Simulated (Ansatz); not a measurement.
Ansatz results at the PBE0-D4/def2-TZVP geometry: HOMO energy (ωB97M-V/def2-TZVPP) -8.95 eV; HOMO–LUMO gap (B3LYP/def2-TZVPP) 5.42 eV; LUMO energy (PBE0/def2-TZVPP) -1.10 eV.

Each molecule was computed in one conformer, which needn't be the lowest.

(1) Which molecule gave them?
A. `[AlH2][SiH]([SiH3])[SiH3]`
B. `C=C=C=N`
C. `[CH3][Sb]([SiH3])[SH]`
D. `N[SiH2]S[SiH3]`

Results:

(1) C. The others give `C=C=C=N`: -8.90, 4.18, -2.14; `[AlH2][SiH]([SiH3])[SiH3]`: -9.34, 4.84, -2.22; `N[SiH2]S[SiH3]`: -9.42, 6.84, 0.07.

B3LYP here is the variant with VWN-RPA as its local correlation; programs differ in this.
